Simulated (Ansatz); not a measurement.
Isomers of C$_{2}$H$_{8}$BClSi, relaxed with PBE0-D4/def2-TZVP in Ansatz; electronic energies, one conformer each and not always the lowest. Functionals use def2-TZVPP; CBS adds triple-zeta CCSD(T) − MP2 to the MP2 limit of def2-TZVPP and def2-QZVPP.

Question: Order them by energy at frozen-core CCSD(T)/CBS, lowest first. (Best estimate.)
A. `BC[SiH](C)Cl`
B. `CB(C)[SiH2]Cl`
C. `CC([SiH3])BCl`
D. `CB([SiH3])CCl`
E. `CBC([SiH3])Cl`

Answer: A (0.0 kcal/mol), B (8.1 kcal/mol), C (14.8 kcal/mol), E (41.9 kcal/mol), D (46.5 kcal/mol).

Question: How do MP2/CBS(def2), B3LYP-D4, r2SCAN-D4, ωB97M-V place them (kcal/mol, against `BC[SiH](C)Cl`)? (Best estimate.)

Answer: Ansatz gave: 
```tsv
isomer	MP2/CBS(def2)	B3LYP-D4	r2SCAN-D4	ωB97M-V
`CC([SiH3])BCl`	15.8	14.5	15.1	15.3
`CBC([SiH3])Cl`	43.8	40.5	41.9	41.9
`CB(C)[SiH2]Cl`	10.1	6.7	6.7	8.6
`CB([SiH3])CCl`	49.6	45.2	45.7	47.4
```

B3LYP here is the variant with VWN-RPA as its local correlation; programs differ in this.
